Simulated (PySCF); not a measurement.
Z-matrix (Å, degrees):
```
C
O 1 1.3407
H 2 0.9678 1 110.25
H 1 1.0921 2 113.69 3 0.00
S 1 1.6101 4 122.54 2 180.00
```
Charge 0, spin multiplicity 1.

Problem. What HOMO, LUMO and total energy does TPSSh-D3(BJ)/def2-TZVP // B3LYP-D3(BJ)/def2-TZVP in PySCF give?

Solution. 
The HOMO comes out as -6.11 eV and the LUMO is -2.12 eV. The total energy is -512.7852 Ha.
